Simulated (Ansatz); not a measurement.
```yaml
crystal:
  periodic: [false, false, false]
  atoms:
    - {symbol: Sn, position_ang: [-1.407475, -1.284465, 0.666402]}
    - {symbol: Sn, position_ang: [1.020478, 0.857974, 0.890367]}
    - {symbol: Sn, position_ang: [0.074085, -0.281804, -1.997625]}
    - {symbol: O, position_ang: [0.597333, -1.164197, -0.106105]}
    - {symbol: O, position_ang: [-0.889113, 0.430459, 1.617055]}
    - {symbol: O, position_ang: [0.604702, 1.442032, -1.070104]}
basis:
  gaussian: {orbitals: def2-TZVPD, initial_orbitals: start.molden}
total_charge: -1
magnetization: {spin_polarized: true, initial_magnetization: 1}
hamiltonian: {xc: {name: CAM-B3LYP}, dispersion: d4}
scf: {omitted_lower_state_checks: [starts]}
output: {orbitals: {seedname: orbitals}}
```

The file start.molden holds the orbitals of an earlier run on this structure, at another level or in another basis.

```sh
$ ansatz run in.yaml --threads 4 --pin off --events-out ev --progress --plain --max-ram 4787MiB
```

**Question.** Does this run fit into the memory that it is given?

**Answer.** No. It has 288 basis functions, and Ansatz plans for 4.93 GiB where 4.67 GiB are given.
